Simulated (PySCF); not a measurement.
In(H)2(OEt) (C2H7InO), SMILES [O](CC)[InH2]. Coordinates come from a PBE-D3(BJ)/def2-SVP optimisation. The structure was generated by enumeration; whether it is a known compound was not checked. The def2 effective core potentials stand for the cores of In; spin–orbit coupling is left out. The values are those of a single conformer.

Task: Give the equilibrium geometry at PBE-D3(BJ)/def2-SVP (PySCF confirms it by a frequency run) as Cartesian coordinates in Å, and its point group. (Estimate from the structure and the level; the computed values follow.)

Result: Several could match; the one computed here: point group Cs.
```xyz
11

In     0.0761     0.8930     0.0000
H      1.8048     0.8009     0.0000
H     -1.0768     2.1770     0.0000
O     -1.0148    -0.8217     0.0000
C     -0.5996    -2.1633     0.0000
C      0.9064    -2.4037     0.0000
H     -1.0433    -2.6762     0.8898
H     -1.0433    -2.6762    -0.8898
H      1.3874    -1.9586     0.8974
H      1.1345    -3.4898     0.0000
H      1.3874    -1.9586    -0.8974
```
Charge 0, spin multiplicity 1.
